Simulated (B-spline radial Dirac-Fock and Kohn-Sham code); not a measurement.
## Satellites and hypersatellites of the K lines of Pd²⁺

System: the Pd²⁺ ion, configuration 1s2 2s2 2p6 3s2 3p6 3d10 4s2 4p6 4d8.

These are calculated numbers from an atomic code on a B-spline grid; the model is Dirac-Fock energy differences between relaxed states, corrected for Breit and QED terms. Each two-hole energy is an average over J within one jj subconfiguration, not an observable level; in light atoms, where LS coupling holds, the j-resolved values are not observed lines, and for a K spectator the Kα1 hypersatellite is nearly forbidden. No correlation.

Lines without a spectator: Kα2 (K-L2) 21018.2 eV, Kα1 (K-L3) 21175.3 eV, Kβ3 (K-M2) 23787.4 eV, Kβ1 (K-M3) 23815.5 eV. Shifts in eV with one spectator hole (a dash: not computed, or left out as unreliable):

```
spectator hole    Kα2    Kα1     Kβ3     Kβ1
    L2 (2p1/2)  +56.2  +70.4       –  +150.4
    L3 (2p3/2)  +56.5  +56.2  +135.5       –
    M2 (3p1/2)      –  +7.64  +17.28  +21.14
    M3 (3p3/2)  +5.86      –  +18.28  +17.69
```

Question: Where does the K-L3 hypersatellite lie, emitted when both K electrons are missing?

Answer: +534.6 eV from the normal line, at 21709.9 eV. Removing both K electrons costs 49489.5 eV, which is 720.7 eV more than twice the K binding energy.

With n spectator holes in 2p, averaged over the 2p shell (energies in eV):

```
n     KαLⁿ   step  hypersatellite KαʰLⁿ
0  21122.9      –               21652.8
1  21182.9  +60.1               21714.3
2  21244.2  +61.3               21776.9
3  21306.7  +62.5               21840.8
4  21370.4  +63.7               21905.9
5  21435.4  +65.0               21972.3
```
